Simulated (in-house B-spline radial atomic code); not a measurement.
Results of a calculation; reference values are marked as such.
## Impurity-limited mobility of n-type InAs at n = 1.3848e17 cm⁻³, compensation 0.3

For InAs the NSM archive of the Ioffe Institute lists m* = 0.023 m0 and ε = 15.15.

One parabolic, isotropic band at zero temperature, uniform dielectric constant, impurities scattering independently, no phonons and no central-cell term; real bands flatten as E_F rises, which lowers the mobility at the highest densities. In effective units each ion is a point charge Z in an electron gas; its screened potential is solved self-consistently in the LDA with open boundaries (B-splines, partial waves to l = 16), which gives the phase shifts δ_l at the Fermi level.

Task: Put the electron gas into effective units.

Result: a* = 0.0529177 nm × 15.15/0.023 = 34.86 nm and Ha* = 27211.386 meV × 0.023/15.15² = 2.727 meV. From 4π (r_s a*)³/3 = 1/n, r_s = 0.344. Then k_F = 1.91916/r_s = 5.5789 per a*, E_F = k_F²/2 = 15.5623 Ha* = 42.4 meV, and Mott's number n^(1/3) a* = 1.803.

Self-consistent phase shifts (rad):

```tsv
l	donor, Z = +1	acceptor, Z = −1
0	0.2831	-0.2652
1	0.1174	-0.1152
2	0.0574	-0.0578
3	0.0301	-0.0308
4	0.0163	-0.0169
5	0.0091	-0.0094
6	0.0051	-0.0053
7	0.0029	-0.0031
8	0.0017	-0.0018
```

With all partial waves the Friedel sums are 0.997 and -0.997, and Σ (l + 1) sin²(δ_l − δ_(l+1)) is 0.03780 for the donor and 0.03231 for the acceptor. The screened donor binds no level.

Task: Find the transport cross sections, and compare them with the Born approximation for Thomas-Fermi screening (Brooks-Herring).

Result: σ_tr = (4π/k_F²) × sum: 0.01526 a*² for the donor and 0.01305 a*² for the acceptor. Thomas-Fermi gives q_s² = 4k_F/π = 7.1033, so b = 4k_F²/q_s² = 17.527, and σ_Born = (2π/k_F⁴)(ln(1 + b) − b/(1 + b)) = 0.006486 × 1.9732 = 0.0128 a*² for either sign. The donor scatters 1.19 times and the acceptor 1.02 times as much. Two things differ from Brooks-Herring. First order with Lindhard's response and the LDA kernel gives 1.12 times σ_Born for either sign: screening weakens at large momentum transfer, and the exchange-correlation potential of the screening charge adds to the ion's own, which is the larger part in a thin gas. Higher orders then split the signs, leaving the donor at 1.07 and the acceptor, which keeps the electrons out, at 0.91 of that.

Task: With N_A/N_D = 0.3 and n = N_D − N_A, what are the mobility and the resistivity?

Result: N_D = 1.98e17 and N_A = 5.93e16 cm⁻³. μ = e/(ħ k_F Σ N σ_tr), with e/ħ = 15.193 cm²/(V·s) per nm². Here k_F = 0.1601 nm⁻¹, a*² = 1215 nm², 1 cm⁻³ = 1e-21 nm⁻³, and Σ N σ_tr = 0.004609 nm⁻¹, a mean free path of 217 nm. So μ = 20600 cm²/(V·s) and ρ = 1/(n e μ) = 0.00219 Ω·cm. Brooks-Herring would give 23700 cm²/(V·s). k_F times the mean free path is 34.7.
